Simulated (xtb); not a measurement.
xtb input (GFN2-xTB):

```bash
xtb mol.xyz --gfn 2 --ohess tight --chrg -1 --uhf 0
```
mol.xyz:
```
13

C      0.00120065     2.10800944     1.93412313
Ge    -0.27143344     0.40201210     1.26324537
C     -2.11713555    -0.32884531     1.19263571
C      1.03102632    -0.98759934     2.01614298
I      0.33620541    -0.31172450    -1.60387319
H      0.99304584     2.45176540     1.98974910
H     -0.76799788     2.88759933     1.54994041
H     -2.44397629    -0.50331564     2.21288509
H     -2.70371313     0.41323229     0.73390541
H     -2.06595715    -1.22660562     0.63065850
H      2.00552805    -0.59614293     1.91212469
H      0.89103181    -1.91949635     1.36776825
H      0.72329668    -1.15700802     3.06174041
```

End of the output:

```
           -------------------------------------------------
Note: The following floating-point exceptions are signalling: IEEE_UNDERFLOW_FLAG IEEE_DENORMAL
normal termination of xtb
          | TOTAL ENERGY              -16.449835541251 Eh   |
          | TOTAL ENTHALPY            -16.344457905415 Eh   |
          | TOTAL FREE ENERGY         -16.392038909742 Eh   |
          | GRADIENT NORM               0.000229236794 Eh/α |
          | HOMO-LUMO GAP               3.393861359295 eV   |
           -------------------------------------------------

------------------------------------------------------------------------
------------------------------------------------------------------------
 total:
 SCF:
 ANC optimizer:
 analytical hessian:
```

It need not be the lowest isomer of its formula. Whether it binds its extra electron was not tested at this geometry.
